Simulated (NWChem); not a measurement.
System: BBrClF; SMILES FB(Cl)Br

```xyz
4

B     -0.4236     0.5672     0.0000
F     -1.7267     0.7968     0.0000
Cl     0.6848     1.9247     0.0000
Br     0.2022    -1.2417     0.0000
```
Atoms are numbered in this order, from 1.

Level: PBE-D3(BJ)/def2-SVP (NWChem), optimised geometry, unscaled harmonic frequencies. This build's default masses of Se (78.918 u) and Br (79.917 u) are each other's, which moves their modes by up to 0.6 %.

Q: List the harmonic frequencies with IR intensities, and the thermochemistry.

A: 
```
frequency (cm⁻¹)  IR intensity (km/mol)
----------------  ---------------------
216                                 0.1
317                                 2.0
477                                10.5
487                                 7.2
930                               428.7
1297                              280.0
```

```
Property                                                                            Value
-----------------------------------------------------------------------  ----------------
zero-point energy                                                            5.3 kcal/mol
thermal correction to the enthalpy at 298.15 K (with zero-point energy)      8.6 kcal/mol
heat capacity Cv                                                         12.6 cal/(mol K)
entropy at 298.15 K and 1 atm (symmetry number 1)                        73.0 cal/(mol K)
dipole moment                                                                      0.26 D
```

Rigid rotor and harmonic oscillator.
